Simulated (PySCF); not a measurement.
# Bromine: highly charged ions in a basis for the neutral atom

Br¹⁸⁺ [Ne] 3s2 3p5, Br¹⁹⁺ [Ne] 3s2 3p4. Computed with PySCF 2.14 in def2-TZVP (6s5p4d1f, 48 functions), with the non-relativistic Hamiltonian (point nucleus). No spin-orbit coupling, so a gap to NIST mixes the basis error with missing relativistic terms.

Changed run: basis of the neutral atom used for a highly charged ion. This setting is unsound on purpose.

```
species  method  sound run (hartree)  changed run (hartree)  converged
  Br¹⁸⁺     UHF              not run            -2393.66260        yes
  Br¹⁸⁺    BP86              not run            -2394.64206        yes
  Br¹⁸⁺  M06-2X              not run            -2394.50727        yes
  Br¹⁹⁺     UHF              not run            -2365.78737        yes
  Br¹⁹⁺    BP86              not run            -2366.68802        yes
  Br¹⁹⁺  M06-2X              not run            -2366.55925        yes
```

Ionisation energy of Br¹⁸⁺:

```
method  changed run (eV)  NIST (eV)
   UHF            758.52  761 ± 0.8
  BP86            760.67  761 ± 0.8
M06-2X            760.50  761 ± 0.8
```

The contracted functions were made for the neutral atom and can be too rigid for a highly charged ion.
